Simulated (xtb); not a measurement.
singlet methylene (CH2), singlet, at a GFN2-xTB geometry. Base run: GFN0-xTB run with xtb.

Geometry (Å):
```xyz
3

C      0.0040     0.0012     0.1646
H      0.0003     0.8779    -0.5009
H     -0.0245    -0.8854    -0.4870
```
All else is at xtb's defaults.
Base energy -3.09940 Eh.

Each row names what was changed in the base input (with any setting that the change needs).

```tsv
change	ΔE vs base (kJ/mol)	HOMO-LUMO gap (eV)
base	0.00	1.40
etemp = 5000	-30.1	1.40
acc = 0.1	0.00	1.40
etemp = 10	0.00	1.40
acc = 30	0.00	1.40
```
